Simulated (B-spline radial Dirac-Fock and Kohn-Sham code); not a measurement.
Magnetic form factor of the 5d shell of Pt

System: atomic platinum in the configuration 1s2 2s2 2p6 3s2 3p6 3d10 4s2 4p6 4d10 4f14 5s2 5p6 5d8 6s1 6p1 (not the ground configuration).

Input file task.json (cfg lists n, l and occupation; rrms is the nuclear radius in fm):

```json
{"items": [{
  "Z": 78,
  "q": 0,
  "cfg": [[1, 0, 2], [2, 0, 2], [2, 1, 6], [3, 0, 2], [3, 1, 6], [3, 2, 10], [4, 0, 2], [4, 1, 6], [4, 2, 10], [4, 3, 14], [5, 0, 2], [5, 1, 6], [5, 2, 8], [6, 0, 1], [6, 1, 1]],
  "A": 195,
  "rrms": 5.427,
  "do": ["scatter"],
  "s": [0.0, 0.05, 0.07, 0.09, 0.11, 0.14, 0.18, 0.22, 0.28, 0.36, 0.45, 0.57, 0.72, 0.92, 1.16, 1.47, 1.86, 2.35, 2.98, 3.77, 4.77, 6.03, 7.63],
  "pz": [0, 0.1, 0.2, 0.3, 0.4, 0.5, 0.6, 0.8, 1.0, 1.2, 1.4, 1.6, 1.8, 2.0, 2.5, 3.0, 4.0, 5.0, 7.0, 10.0, 15.0, 20.0, 30.0, 40.0, 60.0, 100.0],
  "hv_scatter": [1000, 5000, 8047.8, 17479.3, 30000, 200000, 500000, 1000000]
}]}
```

Run with: `python xray_run.py task.json out`

The computed values come from a radial atomic solver: relativistic Hartree-Fock (Dirac-Fock) wave functions, averaged over the configuration. ⟨j_K⟩ is the integral of the 5d radial density with the spherical Bessel function j_K(4πsr), s = sin θ/λ.

| s (Å⁻¹) | ⟨j0⟩ | ⟨j2⟩ | ⟨j4⟩ |
| --- | --- | --- | --- |
| 0 | 1.0000 | 0.0000 | 0.0000 |
| 0.05 | 0.9470 | 0.0209 | 0.0002 |
| 0.07 | 0.8990 | 0.0394 | 0.0007 |
| 0.09 | 0.8392 | 0.0617 | 0.0019 |
| 0.11 | 0.7704 | 0.0862 | 0.0040 |
| 0.14 | 0.6572 | 0.1239 | 0.0091 |
| 0.18 | 0.5021 | 0.1688 | 0.0201 |
| 0.22 | 0.3580 | 0.2011 | 0.0351 |
| 0.28 | 0.1839 | 0.2208 | 0.0611 |
| 0.36 | 0.0406 | 0.2018 | 0.0919 |
| 0.45 | -0.0247 | 0.1483 | 0.1103 |
| 0.57 | -0.0289 | 0.0737 | 0.1065 |
| 0.72 | 0.0005 | 0.0150 | 0.0759 |
| 0.92 | 0.0218 | -0.0067 | 0.0320 |
| 1.16 | 0.0170 | 0.0009 | 0.0038 |
| 1.47 | 0.0032 | 0.0102 | -0.0017 |

Radial moments of the shell: ⟨r²⟩ = 2.967, ⟨r⁴⟩ = 16.58, ⟨r⁶⟩ = 167.5 in powers of bohr.
